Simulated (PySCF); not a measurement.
# Structure elucidation problem

The spectra below were simulated for a compound C2H12NPSi4.

1H NMR (600 MHz, computed): δ 4.73 (s, 6H), 3.57 (m, 3H), 2.42 (s, 1H), 1.50 (m, 2H).

13C{1H} NMR (computed): δ 107.7 (CH), 91.5 (C).

- σ from GIAO-PBE0/pcSseg-1
- geometry from GFN2-xTB
- code: PySCF 2.14.0 with density-fitted response routines
- no relativistic terms, one conformer, isolated molecule, averaged over atoms made equivalent by symmetry, fast rotation or ring inversion

References, each an isolated molecule treated in the same way: TMS for 1H (σ = 31.72 ppm) and 13C (σ = 186.93 ppm).

**Question.** What is the structure?

**Answer.** 
1. 2 carbon signals for 2 carbons: no two carbons are equivalent.
2. Carbon types of the structure: 1 × C, 1 × CH, leaving 11 H on heteroatoms.
3. δC 107.7: terminal alkyne carbon.
4. δC 91.5: alkyne carbon; the triple bond shields along its axis, which puts it between sp3 and sp2 carbons.
5. δH 4.73: hydrogen on a silicon bonded to N.
6. δH 3.57: hydrogen on a silicon bonded to Si.
7. δH 2.42: hydrogen on a terminal alkyne carbon; it lies on the axis of the triple bond, in its shielding cone.
8. δH 1.50: hydrogen on a phosphorus bonded to Si.

The compound is SMILES C#C[Si@]([SiH3])(P)N([SiH3])[SiH3].

The data come from this structure; uniqueness wasn't tested.

Splittings by 31P in the carbon and heteronuclear signals aren't shown, as no couplings were computed. Shifts are as computed. Against solution values, carbons near 30 ppm lie about +3 ppm off and those near 130 ppm about +5 ppm. Of 1211 compounds with measured shifts, 218 miss one by over three times the rms of a fit or turn the order of signals round; such compounds aren't used in these exercises. No couplings were computed; multiplicities are counted from neighbouring protons, with m where these are inequivalent, close in shift, in a saturated or five-membered ring or joined by F or P, and br s for small geminal =CH2 splittings.
